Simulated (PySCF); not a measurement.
C8H5FOS, SMILES Fc1ccsc1-c1ccco1. Atoms are numbered in the order given.

```xyz
16

F      0.8964     1.8540     1.2255
C      1.2800     0.7729     0.5477
C      2.6538     0.4384     0.3889
C      2.8132    -0.7097    -0.3413
S      1.2968    -1.3844    -0.8355
C      0.3975    -0.1061    -0.0521
C     -1.0447    -0.0756    -0.0917
C     -1.9804    -0.9045    -0.6706
C     -3.2606    -0.3463    -0.3593
C     -3.0145     0.7756     0.3820
O     -1.6786     0.9465     0.5485
H      3.4647     1.0357     0.8050
H      3.7414    -1.2043    -0.6211
H     -1.7735    -1.8026    -1.2480
H     -4.2352    -0.7311    -0.6504
H     -3.6519     1.5243     0.8437
```
Charge 0, spin multiplicity 1.

Coordinates come from a B3LYP-D3(BJ)/def2-SVP optimisation. The structure was generated by enumeration, and PubChem lists no compound with its InChIKey, so it may never have been made. The values are those of a single conformer.

Two levels are set side by side: PBE/pcSseg-1 (PySCF) and B3LYP/pcSseg-1 (PySCF). GIAO shifts against CFCl3 (¹⁹F), H2O (¹⁷O), H2S (³³S), TMS (¹H), TMS (¹³C) at the same level; non-relativistic, no solvent, atoms listed together averaged. Differences are taken from unrounded values.

```csv
quantity,B3LYP
δ(¹⁹F) of F1 (ppm),-140.3
δ(¹³C) of C2 (ppm),165.6
δ(¹³C) of C3 (ppm),127.1
δ(¹³C) of C4 (ppm),132.5
δ(³³S) of S5 (ppm),405.9
δ(¹³C) of C6 (ppm),127.1
δ(¹³C) of C7 (ppm),156.8
δ(¹³C) of C8 (ppm),113.8
δ(¹³C) of C9 (ppm),120.3
δ(¹³C) of C10 (ppm),149.7
δ(¹⁷O) of O11 (ppm),307.7
δ(¹H) of H12 (ppm),7.00
δ(¹H) of H13 (ppm),7.03
δ(¹H) of H14 (ppm),6.85
δ(¹H) of H15 (ppm),6.79
δ(¹H) of H16 (ppm),7.66
```

Problem. What does PBE give, and how far is it from B3LYP? (An estimate is asked for; the answer gives what the named calculation found.)

Solution. 
```
quantity                PBE  PBE minus B3LYP
-------------------  ------  ---------------
δ(¹⁹F) of F1 (ppm)   -150.3            -10.0
δ(¹³C) of C2 (ppm)    163.1             -2.6
δ(¹³C) of C3 (ppm)    124.2             -3.0
δ(¹³C) of C4 (ppm)    126.0             -6.5
δ(³³S) of S5 (ppm)    412.5              6.6
δ(¹³C) of C6 (ppm)    122.1             -5.0
δ(¹³C) of C7 (ppm)    152.4             -4.4
δ(¹³C) of C8 (ppm)    111.2             -2.6
δ(¹³C) of C9 (ppm)    117.6             -2.6
δ(¹³C) of C10 (ppm)   145.7             -4.1
δ(¹⁷O) of O11 (ppm)   309.6              1.9
δ(¹H) of H12 (ppm)     6.96            -0.04
δ(¹H) of H13 (ppm)     6.91            -0.12
δ(¹H) of H14 (ppm)     6.82            -0.03
δ(¹H) of H15 (ppm)     6.77            -0.03
δ(¹H) of H16 (ppm)     7.60            -0.05
```

Rough cost on one machine, each run with all the roots and properties that it gave: B3LYP against PBE within a factor of 2.
